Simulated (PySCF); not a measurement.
GeH₂Cl₂, SMILES [Cl][GeH2][Cl].

Geometry optimised at B3LYP-D3(BJ)/def2-TZVP.

Vertical ionisation energy (IE) and electron affinity (EA) in eV. Rows of orbital energies are one-electron estimates. Where ΔSCF, EOM or ADC give a negative EA the extra electron is unbound and the value depends on the basis.

```tsv
level	IE	EA
−ε(HOMO), −ε(LUMO), B3LYP/def2-TZVPD (PySCF)	8.81	1.36
ADC(2)/aug-cc-pVDZ (PySCF)	11.14	-0.54
```

Q: Beyond the first one, list the lowest photoelectron lines from PySCF with ADC(2)/aug-cc-pVDZ with their pole strengths (two spins summed). (The exact figures need the calculation; the answer reports its results.)

A: 11.21 eV (1.79), 11.53 eV (1.79), 11.62 eV (1.80), 13.45 eV (1.80), 13.60 eV (1.81).
